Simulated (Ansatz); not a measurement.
# Abstraction of Cl: GeH2Cl2 + SbCl2 → GeH2Cl + SbCl3

Species: GeH2Cl2 (dichlorogermane) `[Cl][GeH2][Cl]`, singlet; SbCl2 `[Cl][Sb][Cl]`, doublet; GeH2Cl `[Cl][GeH2]`, doublet; SbCl3 (antimony trichloride) `[Cl][Sb]([Cl])[Cl]`, singlet. A radical takes Cl: the energy is the difference in strength between the Ge–Cl bond broken and the Sb–Cl bond made.

Shapes, held fixed at every level: PBE0-D4/def2-TZVP. Programs: Ansatz 0.2.0. The zero-point and thermal change to 298 K, harmonic and unscaled (PBE0-D4/def2-TZVP), is -3.6 kJ/mol.

**Question.** Estimate ΔH(298 K) of this reaction.

**Answer.** The highest level, CCSD(T)/def2-TZVPP, gives ΔH(298 K) = +85.9 kJ/mol; the levels span +67.8 to +96.1. The column of differences is taken from that level and isn't an error. No measured value is set beside it here. Open shells run unrestricted. For atoms past krypton def2 sets carry core potentials with scalar relativity. Relativity is left out for Ge. Outer-core shells of Ge, Sb are correlated, in sets that cover them unevenly. Times are processor times on shared x86 and Arm servers, and rough.

```
                level                    kind  ΔH(298 K) (kJ/mol)  less CCSD(T)/def2-TZVPP  CPU time (sum over the molecules)
 r2SCAN-D4/def2-TZVPP                meta-GGA               +67.8                    -18.1                               53 s
  BHLYP-D4/def2-TZVPP           global hybrid               +78.7                     -7.2                               31 s
   PBE0-D4/def2-TZVPP           global hybrid               +71.8                    -14.1                               29 s
r2SCAN0-D4/def2-TZVPP           global hybrid               +76.4                     -9.5                               57 s
   wB97M-V/def2-TZVPP  range-separated hybrid               +77.9                     -8.0                            1.9 min
     CCSD(T)/def2-SVP   coupled cluster or CI               +94.1                     +8.2                               18 s
        CCSD/def2-SVP   coupled cluster or CI               +96.1                    +10.2                                  –
   CCSD(T)/def2-TZVPP   coupled cluster or CI               +85.9                      0.0                            3.4 min
```
